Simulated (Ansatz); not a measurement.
A series at Sn: from `[Cl][SnH3]`, ligands are replaced one by one, each step taking up H₂O and setting free H₂; n counts the steps. Ansatz, PBE0-D4/def2-TZVP geometries. Each molecule was computed in one conformer, which needn't be the lowest.

CBS adds triple-zeta CCSD(T) − MP2 to the MP2 limit, frozen cores; atoms without spin–orbit coupling. Elements past krypton have def2 core potentials. Outer-core shells of Sn are correlated without core-valence functions. Spin–orbit coupling is left out.

```
n                    molecule  atomization energy, CCSD(T)/CBS (kJ/mol)
0                `[Cl][SnH3]`                                    1169.1
1            `[OH][SnH2][Cl]`                                         ?
2       `[OH][SnH]([OH])[Cl]`                                    2225.4
3  `[OH][Sn]([OH])([OH])[Cl]`                                    2745.2
```

Question: By hand: fit a straight line y = ȳ + b (n − n̄) to the 3 given rows and predict n = 1.

Answer: n̄ = 1.667, ȳ = 2046.57; Σ(n − n̄)(y − ȳ) = 2453.57, Σ(n − n̄)² = 4.667, so b = 525.73 kJ/mol a step. Prediction: 2046.57 + (525.73) × (-0.667) = 1695.9 kJ/mol.

Question: By hand: compare with the computed value, 1694.5 kJ/mol, and give the steps along the whole series.

Answer: The line misses by -1.4 kJ/mol (computed minus predicted). Steps: 525.4, 530.9, 519.8 kJ/mol.

The steps differ by at most 11.1 kJ/mol, 2.1 % of a mean step, so the ligands' effects nearly add and a line is close. The miss is 0.1 % of the series' range. The energies themselves are unsure by some kJ/mol a bond, though much of that is common to the series.
